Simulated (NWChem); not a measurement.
System: CH$_{3}$FO$_{2}$Si; SMILES O=C(O)[SiH2]F

```xyz
8

O     -0.7890    -1.8403     0.0000
C      0.0171    -0.9441     0.0000
O      1.3360    -1.1375     0.0000
Si    -0.6130     0.8637     0.0000
F      0.6061     1.9336     0.0000
H      1.4849    -2.1004     0.0000
H     -1.4183     1.0465    -1.2337
H     -1.4183     1.0465     1.2337
```
Atoms are numbered in this order, from 1.

All runs use the structure optimised with PBE0/def2-SVP.

Symmetry labels are those of Cs in the frame above (b1 and b2, or b-type labels, depend on it).

Task: List the 4 lowest vertical singlet excitations from PBE/6-31G* (spherical d), TDA (NWChem).

Result: 
| state | energy (eV) | oscillator strength | symmetry | leading excitation (squared amplitude) |
|---|---|---|---|---|
| S1 | 5.14 | 0.007 | a" | HOMO → LUMO (0.99) |
| S2 | 6.11 | 0.004 | a' | HOMO → LUMO+1 (0.92) |
| S3 | 7.05 | 0.031 | a' | HOMO−2 → LUMO (0.81) |
| S4 | 7.44 | 0.001 | a" | HOMO−1 → LUMO+1 (0.98) |
